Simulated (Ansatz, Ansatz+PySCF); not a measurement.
```
atom    x (Å)    y (Å)    z (Å)
   C   0.0000   0.0000   0.0000
   O   0.0000   0.0000   1.2000
   O   0.0000   1.0841  -0.7876
   C   0.0000   2.3435  -0.0895
   H   0.0000  -0.9712  -0.4949
   H   0.0000   3.1599  -0.8118
   H  -0.8898   2.4127   0.5362
   H   0.8898   2.4127   0.5362
```

Basis set: def2-SVP (spherical functions). Frozen core: 4 orbitals. Charge 0, multiplicity 1.

Computed with Ansatz (development build ahead of 0.2.0); each method stands on the lowest determinant of its kind that the runs found. Restricted open shells among the atoms or ions are ROHF, correlated in semicanonical orbitals with singles.

The atomization energy at this shape (free ground-state atoms in the same class of orbitals less the molecule, no zero-point energy) of singlet C2H4O2:

```
 method  atomization energy
RHF-MP2       3192.1 kJ/mol
```

Q: What does RHF give?

A: 2365.6 kJ/mol.
